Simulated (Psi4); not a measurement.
vanadium atom (V), quartet; B3LYP/cc-pVDZ in Psi4.

Input for Psi4:
```
memory 2 GB

molecule mol {
0 4
V     0.000000    0.000000    0.000000
}

set {
  basis cc-pvdz
  reference uks
}

energy('b3lyp')
print_variables()
```

The log (banner, timings and long lists left out):

```
   => Loading Basis Set <=

    Name: CC-PVDZ
    Role: ORBITAL
    Keyword: BASIS

         ---------------------------------------------------------
                                   SCF
               by Justin Turney, Rob Parrish, Andy Simmonett
                          and Daniel G. A. Smith
                              UKS Reference
         ---------------------------------------------------------

  ==> Geometry <==

    Molecular point group: d2h
    Geometry (in Angstrom), charge = 0, multiplicity = 4:

       Center              X                  Y                   Z               Mass
    ------------   -----------------  -----------------  -----------------  -----------------
         V            0.000000000000     0.000000000000     0.000000000000    50.943957040000

  Running in d2h symmetry.

  Rotational constants: A = ************  B = ************  C = ************ [cm^-1]
  Rotational constants: A = ************  B = ************  C = ************ [MHz]
  Nuclear repulsion =    0.000000000000000

  Charge       = 0
  Multiplicity = 4
  Electrons    = 23
  Nalpha       = 13
  Nbeta        = 10

  ==> Algorithm <==

  SCF Algorithm Type is DF.
  DIIS enabled.
  MOM disabled.
  Fractional occupation disabled.
  Guess Type is CORE.
  Energy threshold   = 1.00e-06
  Density threshold  = 1.00e-06
  Integral threshold = 1.00e-12

  ==> Primary Basis <==

  Basis Set: CC-PVDZ
    Blend: CC-PVDZ
    Number of shells: 15
    Number of basis functions: 43
    Number of Cartesian functions: 49
    Spherical Harmonics?: true
    Max angular momentum: 3

  ==> DFT Potential <==

   => LibXC <=

    Version 7.1.2
    S. Lehtola, C. Steigemann, M. J. T. Oliveira, and M. A. L. Marques,  SoftwareX 7, 1–5 (2018) (10.1016/j.softx.2017.11.002)

   => Composite Functional: B3LYP <=

    B3LYP Hyb-GGA Exchange-Correlation Functional

    P. J. Stephens, F. J. Devlin, C. F. Chabalowski, and M. J. Frisch,  J. Phys. Chem. 98, 11623 (1994) (10.1021/j100096a001)

    Deriv               =              1
    GGA                 =           TRUE
    Meta                =          FALSE

    Exchange Hybrid     =           TRUE
    MP2 Hybrid          =          FALSE

   => Exchange Functionals <=

    0.0800   Slater exchange
    0.7200         Becke 88

   => Exact (HF) Exchange <=

    0.2000               HF

   => Correlation Functionals <=

    0.1900   Vosko, Wilk & Nusair (VWN5_RPA)
    0.8100   Lee, Yang & Parr

   => LibXC Density Thresholds  <==

[...]
   @S   Observed:                1.500000000E+00

    Orbital Energies [Eh]
    ---------------------

    Alpha Occupied:

[...]
       6Ag    -0.195370

    Alpha Virtual:

[...]
    Beta Occupied:

[...]
       4Ag    -0.177560

    Beta Virtual:

[...]
    Final Occupation by Irrep:
             Ag   B1g   B2g   B3g    Au   B1u   B2u   B3u
    DOCC [     4,    0,    0,    0,    0,    2,    2,    2 ]
    SOCC [     2,    0,    1,    0,    0,    0,    0,    0 ]
    NA   [     6,    0,    1,    0,    0,    2,    2,    2 ]
    NB   [     4,    0,    0,    0,    0,    2,    2,    2 ]

  @DF-UKS Final Energy:  -943.91642125516375

   => Energetics <=

    Nuclear Repulsion Energy =              0.0000000000000000
    One-Electron Energy =               -1294.2922338298446903
    Two-Electron Energy =                 386.7618656325466873
    DFT Exchange-Correlation Energy =     -36.3860530578657659
    Empirical Dispersion Energy =           0.0000000000000000
    VV10 Nonlocal Energy =                  0.0000000000000000
    Total Energy =                       -943.9164212551637547

  UHF NO Occupations:
  HONO-2 :    5 Ag 1.0000000
  HONO-1 :    1B2g 1.0000000
  HONO-0 :    6 Ag 1.0000000
  LUNO+0 :    7 Ag 0.0019220
  LUNO+1 :    3B1u 0.0001027
  LUNO+2 :    3B3u 0.0001027
  LUNO+3 :    3B2u 0.0000552

Computation Completed

Properties will be evaluated at   0.000000,   0.000000,   0.000000 [a0]

Properties computed using the SCF density matrix

 Multipole Moments:

 ------------------------------------------------------------------------------------
     Multipole            Electronic (a.u.)      Nuclear  (a.u.)        Total (a.u.)
 ------------------------------------------------------------------------------------

 L = 1.  Multiply by 2.5417464519 to convert [e a0] to [Debye]
 Dipole X            :          0.0000000            0.0000000            0.0000000
 Dipole Y            :          0.0000000            0.0000000            0.0000000
 Dipole Z            :          0.0000000            0.0000000            0.0000000
 Magnitude           :                                                    0.0000000

 ------------------------------------------------------------------------------------

  Variable Map:
  ----------------------------------------------------------------------------
[...]
  Array Variable Map:
  ----------------------------------------------------------------------------
[...]
[...]
```
